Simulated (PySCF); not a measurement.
# Diatomics of Ag with the halogens

PBE0 with double-zeta basis sets in PySCF, for the lowest determinant that a PBE0 search found; no spin–orbit coupling. De refers to high-spin ground-configuration atoms. A positive dipole means M(−)Ag(+).

```json
{"M": "F", "basis": "cc-pVDZ-PP/cc-pVDZ", "state (unpaired electrons)": "singlet (closed shell)", "Re (Å)": "1.968", "ωe (cm⁻¹)": "539", "De (eV)": "3.11", "μ (D)": "5.18"}
{"M": "Br", "basis": "cc-pVDZ-PP", "state (unpaired electrons)": "singlet (closed shell)", "Re (Å)": "2.411", "ωe (cm⁻¹)": "246", "De (eV)": "2.84", "μ (D)": "5.30"}
```

The row for M = Cl is missing. Estimate Re, ωe and De as the mean of the rows for F and Br, and compare with the calculation.

The means are 2.189 Å, 392 cm⁻¹ and 2.97 eV. PBE0 in cc-pVDZ-PP/cc-pV(D+d)Z gives AgCl as a singlet (closed shell) with Re = 2.288 Å, ωe = 340 cm⁻¹, De = 3.09 eV, so the estimate is off by -9.8 pm, +15 % and -0.11 eV.

Spin–orbit coupling is left out, which matters for elements this heavy, above all for dissociation energies.
